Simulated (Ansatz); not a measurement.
Reactions of C$_{2}$H$_{4}$N$_{2}$S, SMILES `C=NC(=N)S`.

Isolated molecules relaxed with PBE0-D4/def2-TZVP in Ansatz; ΔE leaves out vibrations. CCSD(T)/CBS adds triple-zeta CCSD(T) − MP2 to the extrapolated MP2 energy (def2 sets, frozen cores). This one scheme is used for every species, atoms too. DFT in def2-TZVPP. No spin–orbit coupling; open shells (•) take unrestricted orbitals. Spin–orbit coupling would lower the free atoms: a little for C, S. Elements past krypton have def2 core potentials. Bonds to Te are less sure, by a few kJ/mol each and by 10 to 20 or more in all where they break to atoms, as the def2 sets lack core-valence functions. Each species was taken in one conformer, which may not be the lowest.

```
                                  reaction  CCSD(T)/CBS(def2) (kJ/mol)
     `C=NC(=N)S` + H₂S → `N=C(S)S` + `C=N`                           ?
     `C=NC(=N)S` + H–F → `C=NC(=N)F` + H₂S                          15
`C=NC(=N)S` + H₂Te → `N=C(S)[TeH]` + `C=N`                           5
     `C=NC(=N)S` → 2 C• + 4 H• + 2 N• + S•                        3440
  `C=NC(=N)S` + CH₃OH → `C=NC(=N)OC` + H₂S                         -32
```

(1) Fill in the missing values. (Estimate.)

Largest T1 diagnostic: 0.015, for `C=NC(=N)S`.

## Answers

(1) Computed: `C=NC(=N)S` + H₂S → `N=C(S)S` + `C=N`: +16.9 kJ/mol.
